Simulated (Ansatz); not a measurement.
A short molecular-dynamics run on `[NH2][Zr]([NH2])([OH])[OH]`.

```yaml
crystal:
  periodic: [false, false, false]
  atoms:
    - {symbol: N, position_ang: [-1.621683, 0.371603, 0.838968]}
    - {symbol: Zr, position_ang: [0.029675, -0.029157, -0.300554]}
    - {symbol: N, position_ang: [1.569164, -0.421596, 0.986713]}
    - {symbol: O, position_ang: [0.603886, 1.524534, -1.314535]}
    - {symbol: O, position_ang: [-0.447518, -1.538347, -1.417890]}
    - {symbol: H, position_ang: [-1.613220, 0.745268, 1.777300]}
    - {symbol: H, position_ang: [-2.576086, 0.161628, 0.581734]}
    - {symbol: H, position_ang: [2.391999, 0.155886, 1.090137]}
    - {symbol: H, position_ang: [1.692592, -1.261656, 1.534762]}
    - {symbol: H, position_ang: [0.414324, 2.412561, -1.605541]}
    - {symbol: H, position_ang: [-0.443133, -2.120705, -2.171094]}
basis:
  gaussian: {orbitals: def2-SVP}
hamiltonian: {xc: {name: BLYP}, dispersion: d3bjatm}
md: {timestep: 0.5 fs, n_steps: 20, ensemble: nve, temperature: 700, initial_velocities: maxwell_boltzmann, seed: 426}
```

```sh
$ ansatz run in.yaml --threads 4 --pin off --events-out ev --progress --plain --max-ram 10444MiB
```

```csv
step,time (fs),potential energy (eV),kinetic (eV),T (K),conserved (eV)
0,0.0,-8450.1945,0.8143,700,-8449.3802
1,0.5,-8450.1219,0.7442,640,-8449.3778
2,1.0,-8450.0330,0.6589,566,-8449.3741
3,1.5,-8449.9835,0.6117,526,-8449.3718
4,2.0,-8450.0073,0.6343,545,-8449.3730
5,2.5,-8450.0868,0.7101,610,-8449.3767
6,3.0,-8450.1678,0.7880,677,-8449.3798
7,3.5,-8450.2012,0.8204,705,-8449.3807
8,4.0,-8450.1704,0.7908,680,-8449.3796
9,4.5,-8450.0906,0.7130,613,-8449.3776
10,5.0,-8449.9923,0.6168,530,-8449.3755
11,5.5,-8449.9074,0.5333,458,-8449.3741
12,6.0,-8449.8587,0.4853,417,-8449.3734
13,6.5,-8449.8567,0.4831,415,-8449.3736
14,7.0,-8449.8976,0.5229,449,-8449.3747
15,7.5,-8449.9646,0.5882,506,-8449.3764
16,8.0,-8450.0310,0.6527,561,-8449.3784
17,8.5,-8450.0663,0.6863,590,-8449.3800
18,9.0,-8450.0478,0.6677,574,-8449.3801
19,9.5,-8449.9759,0.5977,514,-8449.3782
20,10.0,-8449.8811,0.5058,435,-8449.3752
```

Velocities are drawn at the set temperature; a run this short doesn't reach equilibrium.

Frames (Å, forces in eV/Å):

```xyz
11
time=0.0 fs
N    -1.622    0.372    0.839    0.328   -0.045   -0.218
Zr    0.030   -0.029   -0.301    0.027   -0.032    0.018
N     1.569   -0.422    0.987   -0.346    0.132   -0.162
O     0.604    1.525   -1.315    0.322   -0.284   -0.018
O    -0.448   -1.538   -1.418   -0.142    0.037    0.289
H    -1.613    0.745    1.777   -0.056    0.282    0.690
H    -2.576    0.162    0.582   -0.724   -0.131   -0.146
H     2.392    0.156    1.090    0.626    0.385    0.108
H     1.693   -1.262    1.535    0.135   -0.613    0.413
H     0.414    2.413   -1.606   -0.145    0.826   -0.299
H    -0.443   -2.121   -2.171   -0.024   -0.556   -0.674
11
time=0.5 fs
N    -1.625    0.372    0.838    0.576   -0.271   -0.885
Zr    0.030   -0.030   -0.301    0.051    0.004    0.066
N     1.571   -0.419    0.991   -0.875   -0.410   -0.122
O     0.606    1.527   -1.315    0.371   -0.578    0.082
O    -0.449   -1.537   -1.419   -0.108    0.992    1.433
H    -1.608    0.730    1.765   -0.020    0.567    1.423
H    -2.575    0.155    0.593   -0.959   -0.198   -0.232
H     2.398    0.132    1.080    1.148    0.737    0.153
H     1.691   -1.271    1.531    0.084   -0.416    0.280
H     0.391    2.406   -1.601   -0.219    1.079   -0.378
H    -0.455   -2.119   -2.142   -0.048   -1.505   -1.820
11
time=1.0 fs
N    -1.627    0.373    0.837    0.705   -0.457   -1.461
Zr    0.030   -0.030   -0.301    0.075    0.043    0.114
N     1.573   -0.416    0.995   -1.274   -0.880   -0.032
O     0.608    1.529   -1.316    0.386   -0.677    0.116
O    -0.450   -1.536   -1.420   -0.048    1.841    2.363
H    -1.602    0.716    1.756    0.022    0.787    2.031
H    -2.576    0.148    0.604   -1.083   -0.239   -0.281
H     2.408    0.109    1.070    1.543    0.971    0.168
H     1.690   -1.281    1.528    0.033   -0.175    0.128
H     0.367    2.402   -1.597   -0.257    1.139   -0.392
H    -0.467   -2.121   -2.117   -0.101   -2.353   -2.754
11
time=1.5 fs
N    -1.630    0.373    0.835    0.701   -0.565   -1.817
Zr    0.030   -0.030   -0.302    0.103    0.088    0.162
N     1.575   -0.413    0.999   -1.453   -1.206    0.088
O     0.610    1.531   -1.317    0.347   -0.569    0.081
O    -0.451   -1.535   -1.420    0.017    2.302    2.777
H    -1.596    0.705    1.752    0.059    0.898    2.380
H    -2.579    0.140    0.615   -1.075   -0.248   -0.288
H     2.421    0.089    1.060    1.717    1.045    0.153
H     1.689   -1.292    1.525   -0.015    0.079   -0.021
H     0.343    2.400   -1.594   -0.239    0.996   -0.341
H    -0.479   -2.128   -2.099   -0.163   -2.819   -3.174
11
time=2.0 fs
N    -1.632    0.374    0.833    0.576   -0.578   -1.861
Zr    0.031   -0.031   -0.302    0.134    0.139    0.211
N     1.577   -0.411    1.002   -1.362   -1.353    0.215
O     0.612    1.532   -1.317    0.247   -0.291   -0.010
O    -0.453   -1.533   -1.420    0.054    2.177    2.518
H    -1.591    0.695    1.754    0.080    0.878    2.380
H    -2.585    0.132    0.624   -0.935   -0.220   -0.258
H     2.438    0.071    1.051    1.618    0.954    0.118
H     1.688   -1.302    1.522   -0.053    0.317   -0.150
H     0.318    2.401   -1.592   -0.157    0.685   -0.237
H    -0.492   -2.143   -2.088   -0.200   -2.707   -2.927
11
time=2.5 fs
N    -1.635    0.374    0.831    0.363   -0.505   -1.580
Zr    0.031   -0.031   -0.302    0.168    0.196    0.261
N     1.578   -0.409    1.006   -1.020   -1.336    0.324
O     0.614    1.534   -1.318    0.093    0.091   -0.134
O    -0.454   -1.531   -1.420    0.034    1.496    1.701
H    -1.585    0.687    1.761    0.075    0.740    2.031
H    -2.593    0.123    0.633   -0.687   -0.160   -0.199
H     2.459    0.056    1.042    1.261    0.734    0.076
H     1.686   -1.312    1.519   -0.082    0.517   -0.250
H     0.293    2.404   -1.590   -0.020    0.274   -0.102
H    -0.505   -2.164   -2.084   -0.184   -2.049   -2.127
11
time=3.0 fs
N    -1.637    0.374    0.829    0.102   -0.376   -1.052
Zr    0.031   -0.032   -0.303    0.205    0.259    0.311
N     1.579   -0.407    1.010   -0.504   -1.201    0.396
O     0.616    1.536   -1.319   -0.094    0.501   -0.264
O    -0.455   -1.528   -1.419   -0.042    0.490    0.621
H    -1.579    0.682    1.774    0.043    0.523    1.420
H    -2.603    0.114    0.642   -0.368   -0.075   -0.127
H     2.483    0.042    1.033    0.721    0.445    0.039
H     1.685   -1.321    1.516   -0.100    0.666   -0.315
H     0.267    2.407   -1.589    0.151   -0.164    0.038
H    -0.518   -2.189   -2.086   -0.114   -1.069   -1.067
11
time=3.5 fs
N    -1.639    0.374    0.826   -0.168   -0.231   -0.394
Zr    0.031   -0.032   -0.303    0.244    0.323    0.359
N     1.580   -0.405    1.015    0.085   -1.001    0.418
O     0.618    1.538   -1.319   -0.292    0.875   -0.380
O    -0.456   -1.526   -1.419   -0.154   -0.571   -0.432
H    -1.572    0.677    1.789   -0.010    0.278    0.679
H    -2.614    0.105    0.650   -0.022    0.022   -0.053
H     2.508    0.030    1.025    0.100    0.150    0.017
H     1.683   -1.327    1.511   -0.109    0.756   -0.344
H     0.243    2.410   -1.588    0.333   -0.565    0.165
H    -0.532   -2.217   -2.090   -0.008   -0.035   -0.035
11
time=4.0 fs
N    -1.642    0.375    0.823   -0.416   -0.101    0.275
Zr    0.032   -0.033   -0.303    0.283    0.386    0.406
N     1.582   -0.403    1.019    0.656   -0.776    0.389
O     0.620    1.540   -1.320   -0.479    1.169   -0.468
O    -0.458   -1.523   -1.418   -0.276   -1.503   -1.291
H    -1.566    0.673    1.807   -0.073    0.047   -0.065
H    -2.625    0.096    0.658    0.312    0.121    0.011
H     2.534    0.017    1.016   -0.510   -0.107    0.010
H     1.681   -1.333    1.506   -0.110    0.782   -0.336
H     0.218    2.411   -1.586    0.504   -0.889    0.265
H    -0.546   -2.246   -2.094    0.108    0.871    0.805
11
time=4.5 fs
N    -1.644    0.375    0.821   -0.619   -0.002    0.874
Zr    0.032   -0.033   -0.303    0.322    0.447    0.449
N     1.583   -0.402    1.023    1.145   -0.550    0.312
O     0.622    1.542   -1.321   -0.639    1.358   -0.521
O    -0.459   -1.521   -1.418   -0.389   -2.225   -1.907
H    -1.560    0.669    1.824   -0.136   -0.145   -0.726
H    -2.635    0.087    0.666    0.604    0.211    0.059
H     2.559    0.005    1.008   -1.047   -0.302    0.017
H     1.679   -1.336    1.500   -0.105    0.744   -0.296
H     0.195    2.411   -1.584    0.646   -1.111    0.332
H    -0.559   -2.272   -2.096    0.218    1.575    1.406
11
time=5.0 fs
N    -1.647    0.375    0.818   -0.763    0.064    1.361
Zr    0.032   -0.033   -0.304    0.358    0.502    0.488
N     1.584   -0.401    1.027    1.521   -0.330    0.194
O     0.623    1.545   -1.322   -0.759    1.434   -0.535
O    -0.461   -1.519   -1.418   -0.481   -2.727   -2.294
H    -1.554    0.665    1.839   -0.193   -0.288   -1.257
H    -2.644    0.078    0.675    0.833    0.284    0.088
H     2.581   -0.008    0.999   -1.476   -0.430    0.034
H     1.676   -1.337    1.493   -0.095    0.646   -0.226
H     0.174    2.407   -1.581    0.746   -1.222    0.363
H    -0.572   -2.294   -2.095    0.310    2.066    1.783
11
time=5.5 fs
N    -1.649    0.375    0.816   -0.839    0.100    1.721
Zr    0.033   -0.034   -0.304    0.392    0.552    0.521
N     1.586   -0.399    1.032    1.770   -0.120    0.044
O     0.625    1.547   -1.323   -0.829    1.395   -0.511
O    -0.462   -1.518   -1.418   -0.547   -3.026   -2.486
H    -1.549    0.660    1.851   -0.238   -0.380   -1.643
H    -2.650    0.071    0.683    0.987    0.337    0.097
H     2.600   -0.023    0.991   -1.782   -0.492    0.056
H     1.674   -1.337    1.485   -0.084    0.493   -0.131
H     0.154    2.401   -1.576    0.793   -1.221    0.360
H    -0.585   -2.312   -2.089    0.379    2.364    1.972
11
time=6.0 fs
N    -1.652    0.375    0.814   -0.842    0.114    1.955
Zr    0.033   -0.034   -0.304    0.420    0.593    0.550
N     1.588   -0.398    1.036    1.893    0.078   -0.126
O     0.627    1.550   -1.324   -0.842    1.244   -0.451
O    -0.464   -1.517   -1.418   -0.583   -3.137   -2.513
H    -1.544    0.655    1.860   -0.269   -0.427   -1.886
H    -2.655    0.064    0.692    1.058    0.364    0.086
H     2.614   -0.038    0.982   -1.963   -0.497    0.078
H     1.671   -1.336    1.478   -0.075    0.296   -0.020
H     0.137    2.392   -1.572    0.780   -1.112    0.323
H    -0.596   -2.324   -2.079    0.424    2.483    2.003
11
time=6.5 fs
N    -1.655    0.375    0.812   -0.772    0.113    2.066
Zr    0.033   -0.034   -0.304    0.444    0.627    0.573
N     1.590   -0.397    1.040    1.893    0.255   -0.305
O     0.628    1.553   -1.325   -0.792    0.988   -0.358
O    -0.465   -1.517   -1.419   -0.586   -3.064   -2.389
H    -1.540    0.648    1.864   -0.283   -0.432   -1.991
H    -2.657    0.057    0.701    1.044    0.365    0.059
H     2.624   -0.055    0.974   -2.020   -0.452    0.097
H     1.668   -1.334    1.470   -0.069    0.071    0.100
H     0.121    2.380   -1.566    0.702   -0.900    0.256
H    -0.606   -2.330   -2.064    0.438    2.428    1.892
11
time=7.0 fs
N    -1.658    0.375    0.811   -0.630    0.102    2.056
Zr    0.034   -0.035   -0.305    0.462    0.653    0.590
N     1.593   -0.395    1.045    1.772    0.398   -0.476
O     0.629    1.556   -1.326   -0.676    0.642   -0.238
O    -0.467   -1.516   -1.421   -0.548   -2.792   -2.116
H    -1.537    0.640    1.863   -0.279   -0.400   -1.963
H    -2.656    0.052    0.710    0.947    0.339    0.016
H     2.628   -0.072    0.966   -1.951   -0.364    0.109
H     1.664   -1.332    1.462   -0.069   -0.161    0.219
H     0.106    2.366   -1.560    0.557   -0.600    0.164
H    -0.616   -2.330   -2.044    0.417    2.185    1.640
11
time=7.5 fs
N    -1.661    0.376    0.810   -0.424    0.083    1.924
Zr    0.034   -0.035   -0.305    0.474    0.670    0.602
N     1.596   -0.394    1.049    1.529    0.485   -0.625
O     0.631    1.559   -1.327   -0.500    0.226   -0.098
O    -0.469   -1.517   -1.422   -0.460   -2.293   -1.686
H    -1.534    0.631    1.857   -0.255   -0.333   -1.801
H    -2.653    0.048    0.719    0.769    0.283   -0.038
H     2.629   -0.091    0.959   -1.753   -0.238    0.109
H     1.661   -1.330    1.455   -0.078   -0.374    0.324
H     0.094    2.351   -1.553    0.350   -0.231    0.054
H    -0.624   -2.325   -2.021    0.347    1.721    1.236
11
time=8.0 fs
N    -1.664    0.376    0.810   -0.164    0.057    1.661
Zr    0.034   -0.035   -0.305    0.481    0.681    0.609
N     1.599   -0.392    1.053    1.161    0.496   -0.736
O     0.632    1.563   -1.329   -0.279   -0.224    0.049
O    -0.471   -1.518   -1.424   -0.309   -1.530   -1.088
H    -1.532    0.622    1.848   -0.208   -0.233   -1.499
H    -2.648    0.044    0.728    0.519    0.202   -0.101
H     2.625   -0.110    0.951   -1.420   -0.080    0.093
H     1.657   -1.329    1.449   -0.095   -0.542    0.405
H     0.082    2.335   -1.546    0.097    0.171   -0.064
H    -0.631   -2.315   -1.994    0.218    1.001    0.672
11
time=8.5 fs
N    -1.668    0.376    0.809    0.130    0.022    1.260
Zr    0.035   -0.036   -0.305    0.483    0.686    0.612
N     1.602   -0.391    1.057    0.665    0.416   -0.796
O     0.633    1.566   -1.330   -0.043   -0.658    0.190
O    -0.473   -1.519   -1.426   -0.086   -0.494   -0.337
H    -1.531    0.612    1.834   -0.136   -0.101   -1.054
H    -2.642    0.041    0.737    0.212    0.097   -0.170
H     2.617   -0.129    0.944   -0.953    0.102    0.057
H     1.653   -1.329    1.444   -0.120   -0.640    0.455
H     0.070    2.320   -1.539   -0.170    0.559   -0.175
H    -0.638   -2.304   -1.966    0.018    0.012   -0.042
11
time=9.0 fs
N    -1.671    0.376    0.809    0.430   -0.026    0.722
Zr    0.035   -0.036   -0.305    0.481    0.688    0.612
N     1.606   -0.389    1.061    0.055    0.240   -0.796
O     0.634    1.569   -1.331    0.167   -1.019    0.308
O    -0.475   -1.520   -1.428    0.202    0.754    0.502
H    -1.529    0.601    1.818   -0.038    0.058   -0.470
H    -2.635    0.038    0.745   -0.127   -0.022   -0.238
H     2.607   -0.148    0.937   -0.364    0.295   -0.002
H     1.649   -1.331    1.440   -0.149   -0.654    0.469
H     0.058    2.305   -1.533   -0.410    0.875   -0.264
H    -0.645   -2.292   -1.938   -0.247   -1.187   -0.842
11
time=9.5 fs
N    -1.674    0.377    0.809    0.703   -0.088    0.067
Zr    0.035   -0.036   -0.306    0.478    0.688    0.611
N     1.609   -0.388    1.064   -0.637   -0.017   -0.737
O     0.635    1.572   -1.332    0.301   -1.253    0.387
O    -0.476   -1.521   -1.430    0.516    2.016    1.284
H    -1.528    0.591    1.801    0.083    0.234    0.228
H    -2.629    0.035    0.753   -0.464   -0.145   -0.302
H     2.597   -0.167    0.930    0.309    0.484   -0.084
H     1.645   -1.335    1.437   -0.178   -0.583    0.449
H     0.044    2.293   -1.528   -0.571    1.067   -0.316
H    -0.653   -2.283   -1.912   -0.540   -2.404   -1.586
11
time=10.0 fs
N    -1.677    0.377    0.809    0.915   -0.163   -0.650
Zr    0.036   -0.036   -0.306    0.474    0.691    0.610
N     1.613   -0.386    1.068   -1.342   -0.323   -0.631
O     0.636    1.575   -1.333    0.321   -1.326    0.420
O    -0.478   -1.521   -1.432    0.777    2.965    1.806
H    -1.527    0.581    1.785    0.219    0.413    0.979
H    -2.624    0.031    0.760   -0.757   -0.256   -0.354
H     2.587   -0.184    0.923    0.992    0.647   -0.182
H     1.640   -1.340    1.435   -0.201   -0.437    0.402
H     0.030    2.284   -1.523   -0.616    1.102   -0.325
H    -0.662   -2.280   -1.890   -0.783   -3.313   -2.074
```

Hardware: 4 threads of an Arm Neoverse V1 on a shared host. Wall time 32 s, peak host memory 0.54 GiB.
